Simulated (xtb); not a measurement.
xtb input (GFN2-xTB):

```bash
xtb mol.xyz --gfn 2 --ohess tight --chrg 0 --uhf 0
```
mol.xyz:
```
2

Cl     1.06895357     0.03922928     0.01671205
Br    -1.02904134    -0.01887183     0.01575881
```

Output:

```
           -------------------------------------------------
          |                Calculation Setup                |
           -------------------------------------------------

           -------------------------------------------------
          |                 G F N 2 - x T B                 |
           -------------------------------------------------

        Reference                      10.1021/acs.jctc.8b01176
      * Hamiltonian:
        H0-scaling (s, p, d)           1.850000    2.230000    2.230000
        zeta-weighting                 0.500000
      * Dispersion:
        s8                             2.700000
        a1                             0.520000
        a2                             5.000000
        s9                             5.000000
      * Repulsion:
        kExp                           1.500000    1.000000
        rExp                           1.000000
      * Coulomb:
        alpha                          2.000000
        third order                    shell-resolved
        anisotropic                    true
        a3                             3.000000
        a5                             4.000000
        cn-shift                       1.200000
        cn-exp                         4.000000
        max-rad                        5.000000

          ...................................................
          :                      SETUP                      :
          :.................................................:
          :  # basis functions                  20          :
          :  # atomic orbitals                  18          :
          :  # shells                            6          :
          :  # electrons                        14          :
          :  max. iterations                   250          :
          :  Hamiltonian                  GFN2-xTB          :
          :  restarted?                      false          :
          :  GBSA solvation                  false          :
          :  PC potential                    false          :
          :  electronic temp.          300.0000000     K    :
          :  accuracy                    1.0000000          :
          :  -> integral cutoff          0.2500000E+02      :
          :  -> integral neglect         0.1000000E-07      :
          :  -> SCF convergence          0.1000000E-05 Eh   :
          :  -> wf. convergence          0.1000000E-03 e    :
          :  Broyden damping             0.4000000          :
          :  net charge                          0          :
          :  unpaired electrons                  0          :
          ...................................................

 iter      E             dE          RMSdq      gap      omega  full diag
   1     -8.6226912 -0.862269E+01  0.139E+01    3.42       0.0  T
   2     -8.6260741 -0.338296E-02  0.813E+00    3.29       1.0  T
   3     -8.6274007 -0.132657E-02  0.190E+00    3.08       1.0  T
   4     -8.6275671 -0.166393E-03  0.128E+00    3.09       1.0  T
   5     -8.6282863 -0.719195E-03  0.656E-01    3.10       1.0  T
   6     -8.6287573 -0.471011E-03  0.435E-01    3.13       1.0  T
[...]
Topologies differ in total number of bonds
Writing topology from bond orders to xtbtopo.mol

molecular dipole:
Molecule has the following symmetry elements: (Cinf) (sigma)
It seems to be the Cinfv point group
                 x           y           z       tot (Debye)
 q only:       -0.071      -0.002      -0.000
   full:        1.499       0.041       0.001       3.811
molecular quadrupole (traceless):
                xx          xy          yy          xz          yz          zz
 q only:       -0.005      -0.002       0.003      -0.003      -0.000       0.003
  q+dip:       -3.008      -0.084       1.503       0.067       0.002       1.504
   full:       -1.177      -0.008       0.589       0.068       0.002       0.588

           -------------------------------------------------
          |                Geometry Summary                 |
           -------------------------------------------------

      molecular mass/u    :      115.3564654
   center of mass at/Å    :       -0.3913458      -0.0012096       0.0160499
  moments of inertia/u·Å² :       -0.6706310E-14   0.1120004E+03   0.1120004E+03
rotational constants/cm⁻¹ :       -0.2513697E+16   0.1505140E+00   0.1505140E+00

 * 1 selected distances

     #   Z          #   Z                                           value/Å
     0   0          0   0                                         0.0000000 (max)

 * 0 distinct bonds (by element types)

   Z      Z             #   av. dist./Å        max./Å        min./Å

           -------------------------------------------------
          |               Frequency Printout                |
           -------------------------------------------------
 vibrational frequencies (cm⁻¹)
eigval :        0.00     0.00     0.00     0.00     0.00   376.18
 reduced masses (amu)
   1: 66.24   2: 66.24   3: 66.24   4: 49.11   5: 49.11   6: 49.11
 IR intensities (km·mol⁻¹)
   1:  0.00   2:  0.00   3:  0.00   4:  5.49   5:  5.49   6: 91.57
 Raman intensities (Ä⁴*amu⁻¹)
   1:  0.00   2:  0.00   3:  0.00   4:  0.00   5:  0.00   6:  0.00
 output can be read by thermo (or use thermo option).
 writing <g98.out> molden fake output.
 recommended (thermochemical) frequency scaling factor: 1.0
           -------------------------------------------------
          |             Thermodynamic Functions             |
           -------------------------------------------------

cin symmetry found (for desy threshold:  0.10E+00) used in thermo

          ...................................................
          :                      SETUP                      :
          :.................................................:
          :  # frequencies                           1      :
          :  # imaginary freq.                       0      :
          :  linear?                              true      :
          :  only rotor calc.                    false      :
          :  symmetry                              cin      :
          :  rotational number                       1      :
          :  scaling factor                  1.0000000      :
          :  rotor cutoff                   50.0000000 cm⁻¹ :
          :  imag. cutoff                  -20.0000000 cm⁻¹ :
          :.................................................:

    mode    ω/cm⁻¹     T·S(HO)/kcal·mol⁻¹    T·S(FR)/kcal·mol⁻¹   T·S(vib)
   ------------------------------------------------------------------------
   ------------------------------------------------------------------------

   temp. (K)  partition function   enthalpy   heat capacity  entropy
                                   cal/mol     cal/K/mol   cal/K/mol   J/K/mol
 298.15  VIB   1.19                  209.133      1.521      1.055
         ROT  0.138E+04              592.502      1.987     16.350
         INT  0.164E+04              801.635      3.508     17.405
         TR   0.120E+28             1481.254      4.968     40.126
         TOT                        2282.8890     8.4762    57.5305   240.7075

       T/K    H(0)-H(T)+PV         H(T)/Eh          T*S/Eh         G(T)/Eh
   ------------------------------------------------------------------------
    298.15    0.363802E-02    0.449501E-02    0.273346E-01   -0.228396E-01
   ------------------------------------------------------------------------
Note: The following floating-point exceptions are signalling: IEEE_UNDERFLOW_FLAG IEEE_DENORMAL
normal termination of xtb

         :::::::::::::::::::::::::::::::::::::::::::::::::::::
         ::                  THERMODYNAMIC                  ::
         :::::::::::::::::::::::::::::::::::::::::::::::::::::
         :: total free energy          -8.650805708481 Eh   ::
         ::.................................................::
         :: total energy               -8.627966133043 Eh   ::
         :: zero point energy           0.000856996476 Eh   ::
         :: G(RRHO) w/o ZPVE           -0.023696571914 Eh   ::
         :: G(RRHO) contrib.           -0.022839575438 Eh   ::
         :::::::::::::::::::::::::::::::::::::::::::::::::::::

optimized geometry written to: xtbopt.xyz

           -------------------------------------------------
          | TOTAL ENERGY               -8.627966133043 Eh   |
          | TOTAL ENTHALPY             -8.623471121412 Eh   |
          | TOTAL FREE ENERGY          -8.650805708481 Eh   |
          | GRADIENT NORM               0.000006194782 Eh/α |
          | HOMO-LUMO GAP               3.038250186546 eV   |
           -------------------------------------------------

------------------------------------------------------------------------
------------------------------------------------------------------------
 total:
 SCF:
 ANC optimizer:
 analytical hessian:
```
